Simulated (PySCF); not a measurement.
An excited-state job on `S([SiH2]O[SiH2]S)[SiH2]S`.

Method: TDDFT B3LYP/def2-SVPD, vertical, gas phase, core orbitals frozen in the response (PySCF 2.14.0, density-fitted response routines). Geometry: GFN2-xTB. The command runs a driver script over a list of jobs; the input below is this job's line of settings and its coordinates in Å.

Command:
```bash
OMP_NUM_THREADS=1 python probes_run.py task.json out
```

Input:
```
{"job": {"kind": "uv", "xc": "B3LYP", "basis": "def2-SVPD", "nstates": 8, "ntriplets": 3}, "charge": 0, "multiplicity": 1}
S      3.673263    -1.534884    -0.599735
Si     2.920272     0.358257     0.060510
O      1.433057     0.445222    -0.556892
Si    -0.075978    -0.088502    -0.740601
S     -1.134564     0.676800     0.962221
Si    -3.096780    -0.143204     0.688679
S     -3.895838     0.347089    -1.241403
H      4.885098    -1.411528    -0.080607
H      2.871167     0.369830     1.512831
H      3.635729     1.445453    -0.581926
H     -0.530091     0.559060    -1.956865
H     -0.123167    -1.540274    -0.709996
H     -3.883864     0.478400     1.735355
H     -3.079284    -1.592695     0.686665
H     -3.603433     1.638965    -1.211458
```

Estimate the output.

```
coarse grid: 15792 points
cycle   1  E = -2142.3264353315  dE =  6.454e-01  |g| = 8.296e-01  |ddm| = 5.525e+00
cycle   2  E = -2142.0217867156  dE =  3.046e-01  |g| = 1.480e+00  |ddm| = 2.676e+00
cycle   3  E = -2142.4630123195  dE = -4.412e-01  |g| = 1.477e-01  |ddm| = 1.673e+00
cycle   4  E = -2142.4680846365  dE = -5.072e-03  |g| = 5.356e-02  |ddm| = 3.645e-01
cycle   5  E = -2142.4689626915  dE = -8.781e-04  |g| = 7.812e-03  |ddm| = 1.232e-01
cycle   6  E = -2142.4689826240  dE = -1.993e-05  |g| = 2.850e-03  |ddm| = 2.119e-02
cycle   7  E = -2142.4689853281  dE = -2.704e-06  |g| = 5.452e-04  |ddm| = 6.185e-03
final grid: 125200 points
cycle   8  E = -2142.6987127191  dE = -1.169e-05  |g| = 2.296e-03  |ddm| = 6.222e-02
cycle   9  E = -2142.6987112815  dE =  1.438e-06  |g| = 3.570e-03  |ddm| = 8.141e-03
cycle  10  E = -2142.6987139306  dE = -2.649e-06  |g| = 3.348e-04  |ddm| = 4.334e-03
cycle  11  E = -2142.6987139571  dE = -2.650e-08  |g| = 1.207e-04  |ddm| = 7.664e-04
cycle  12  E = -2142.6987139611  dE = -4.010e-09  |g| = 2.915e-05  |ddm| = 2.809e-04
cycle  13  E = -2142.6987139614  dE = -2.970e-10  |g| = 7.632e-06  |ddm| = 7.315e-05
converged SCF energy = -2142.6987139614

Static polarisability (au): isotropic 143.964, principal 123.695 132.340 175.858

Singlet excitations
state   eV       nm        f      main configurations
  1   5.5503    223.4   0.00005   H->L 0.89
  2   5.6186    220.7   0.00049   H-1->L 0.84
  3   5.8393    212.3   0.00058   H-2->L 0.67, H->L+2 0.11
  4   5.9095    209.8   0.05954   H->L+1 0.76, H-1->L+1 0.10
  5   6.0543    204.8   0.02056   H-1->L+4 0.47, H-1->L+2 0.18, H->L+2 0.11
  6   6.0935    203.5   0.02947   H->L+2 0.47, H->L+4 0.15, H-1->L+2 0.10
  7   6.0976    203.3   0.00908   H-2->L+1 0.75
  8   6.1874    200.4   0.01598   H->L+3 0.48, H-2->L 0.12

Triplet excitations (Tamm-Dancoff, eV): 5.3522 5.4054 5.5578
```

The SCF starts on a coarse grid where the log names one; the energy can jump when the final grid takes over, and dE then counts from the start density on the new grid. H and L stand for HOMO and LUMO; the number after each pair is its weight.

How does the lowest singlet excitation compare with the HOMO–LUMO gap?

HOMO -7.23 eV and LUMO -0.74 eV give a gap of 6.49 eV; S1 at 5.55 eV lies 0.94 eV below it.

In short: HOMO -7.23 eV, LUMO -0.74 eV; lowest singlet 5.55 eV; lowest triplet 5.35 eV (Tamm–Dancoff); mean polarisability 144.0 au.

Estimate the wall time. Hardware: one thread of an Arm Neoverse N1, shared host with 64 logical CPUs at a one-minute load of 61. And the peak memory of the process?

About 1.9 min (density and orbital grids were written too), with 0.97 GiB resident at the peak, the Python interpreter and its libraries included.

One conformer stands for the species.
Labels such as C1 count atoms from 1, the log's own numbers from 0.
